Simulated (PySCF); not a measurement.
Compound: C7H14S.
Z-matrix (Å and degrees, PBE0-D3(BJ)/def2-SVP geometry), rows numbered from 1:
```
C 
C   1  1.5246
C   2  1.5246  1  111.70
C   2  1.5128  1  110.83  3   124.21
C   4  1.5006  2  121.11  1   153.34
C   4  1.5000  2  120.79  1    81.83
C   6  1.5013  4  120.56  5   109.38
S   7  1.8228  6  113.80  4  -155.74
H   1  1.1027  2  110.76  3   -61.69
H   1  1.1009  2  111.25  3   178.64
H   1  1.1011  2  111.47  3    58.00
H   2  1.1060  1  108.03  3  -118.69
H   3  1.1007  2  111.26  1  -178.80
H   3  1.1027  2  110.73  1    61.57
H   3  1.1012  2  111.45  1   -58.11
H   4  1.0981  2  113.72  1   -62.16
H   5  1.0938  4  118.02  6   107.84
H   5  1.0944  4  118.22  6  -107.83
H   6  1.0959  4  116.06  5  -105.96
H   7  1.1018  6  110.77  4   -31.61
H   7  1.1017  6  110.91  4    86.87
H   8  1.3506  7   96.01  6    56.94
```

Method used: PBE0-D3(BJ)/def2-SVP geometry optimisation, gas phase in PySCF 2.14.0.

Take the most abundant isotopes and a rigid rotor. The values belong to one conformer with, in the numbering `[CH3:1][CH:2]([CH3:3])[C@@H:4]1[CH2:5][C@H:6]1[CH2:7][SH:8]`, C1–C2–C4–C5 153°, C5–C6–C7–S8 -85°, C6–C7–S8–H 57°.

Q: Give the principal moments of inertia and the rotational constants in MHz.

A: Ia = 116.40, Ib = 743.31, Ic = 815.05 u·Å²; 505379 MHz·u·Å²/I gives A = 4342, B = 679.9, C = 620.1 MHz.

Q: Classify the top.

A: A near-prolate asymmetric top; Ray's κ = -0.968.

Q: What does the inertial defect say?

A: Not planar: Δ = Ic − Ia − Ib = -44.66 u·Å². For a rigid frame Δ = −2 Σ m c², so Σ m c² = 22.33 u·Å² lies off the ab plane: 13.48 from hydrogen and 8.84 from heavier atoms. The atom farthest from that plane is 1.60 Å away.

Q: Give the other two planar moments, Paa and Pbb, and the rms extents of the mass along the axes.

A: Paa = Σ m a² = (Ib + Ic − Ia)/2 = 720.98 and Pbb = Σ m b² = (Ia + Ic − Ib)/2 = 94.07 u·Å². With the mass M = 130.08 u, the rms extents √(P/M) along a, b and c are 2.35, 0.85, 0.41 Å.

Q: List the rotational levels J(Ka,Kc) to J = 3 (K).

A: Above 0(0,0), as E/k:
J = 1: 1(0,1) 0.062, 1(1,1) 0.238, 1(1,0) 0.241
J = 2: 2(0,2) 0.187, 2(1,2) 0.360, 2(1,1) 0.369, 2(2,1) 0.896, 2(2,0) 0.896
J = 3: 3(0,3) 0.374, 3(1,3) 0.543, 3(1,2) 0.560, 3(2,2) 1.083, 3(2,1) 1.083, 3(3,1) 1.969, 3(3,0) 1.969
Those of J = 1 are B + C, A + C and A + B.

Q: Predict some low-J microwave lines.

A: The dipole components are |μa| = 1.67 D, |μb| = 0.52 D, |μc| = 0.41 D. Intensities carry the squares of the components, which stand as 1.00 : 0.10 : 0.06 (a : b : c). Some lines, for components of 0.1 D or more:

```
type  branch         J(Ka,Kc)    MHz  lower level (cm⁻¹)
   a       R  1(0,1) ← 0(0,0)   1300               0.000
   a       R  2(1,2) ← 1(1,1)   2540               0.166
   c       Q  2(1,2) ← 2(0,2)   3603               0.130
   b       Q  2(1,1) ← 2(0,2)   3782               0.130
   a       R  3(1,3) ← 2(1,2)   3810               0.250
   a       R  3(0,3) ← 2(0,2)   3897               0.130
   a       R  3(2,1) ← 2(2,0)   3903               0.623
   a       R  3(1,2) ← 2(1,1)   3989               0.256
   c       R  1(1,0) ← 0(0,0)   5022               0.000
   c       R  2(1,1) ← 1(0,1)   6382               0.043
   b       R  3(1,3) ← 2(0,2)   7413               0.130
   b       Q  2(2,1) ← 2(1,2)  11166               0.250
   b       R  2(2,1) ← 1(1,0)  13646               0.168
   c       R  2(2,0) ← 1(1,0)  13647               0.168
   b       R  2(2,0) ← 1(1,1)  13706               0.166
   b       R  3(2,2) ← 2(1,1)  14886               0.256
   b       R  3(2,1) ← 2(1,2)  15069               0.250
   c       Q  3(3,1) ← 3(2,1)  18457               0.753
   b       Q  3(3,0) ← 3(2,1)  18457               0.753
   c       R  3(3,1) ← 2(2,1)  22360               0.623
```

Q: Estimate the classical rotational partition function at 25 K, 50 K and 100 K.

A: Point group C1, symmetry number σ = 1; q = (√π/σ)·√((kT/h)³/(ABC)), k/h = 20836.6 MHz/K: 15600 at 25 K, 44100 at 50 K, 125000 at 100 K.

No frequency check. Zero-point vibration and centrifugal distortion are left out. A rigid rotor knows nothing of internal rotation, which can split or shift real lines.
